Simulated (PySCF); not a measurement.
CH₃O₃Re, SMILES [CH3][Re](=[O])(=[O])=[O], multiplicity 1.

Geometry optimised at r2SCAN-D4/def2-SVP. The spin state was assumed, not searched. The isomer is the one that the SMILES or the coordinates give; other isomers of the formula were not compared. The def2 effective core potentials stand for the cores of Re; spin–orbit coupling is left out.

Method: PBE/def2-TZVP (PySCF).

Symmetry labels are those of the subgroup Cs that the program uses (full group C3v).

List the valence orbital energies around the gap with their symmetry. (An estimate is asked for; the answer gives what the named calculation found.)


| orbital | symmetry | energy (eV) |
|---|---|---|
| HOMO−7 | A' | -10.92 |
| HOMO−6 | A" | -10.22 |
| HOMO−5 | A' | -10.22 |
| HOMO−4 | A' | -9.67 |
| HOMO−3 | A' | -8.58 |
| HOMO−2 | A' | -8.27 |
| HOMO−1 | A" | -8.27 |
| HOMO | A" | -8.01 |
| LUMO | A" | -3.75 |
| LUMO+1 | A' | -3.75 |
| LUMO+2 | A' | -1.75 |
| LUMO+3 | A" | -0.94 |
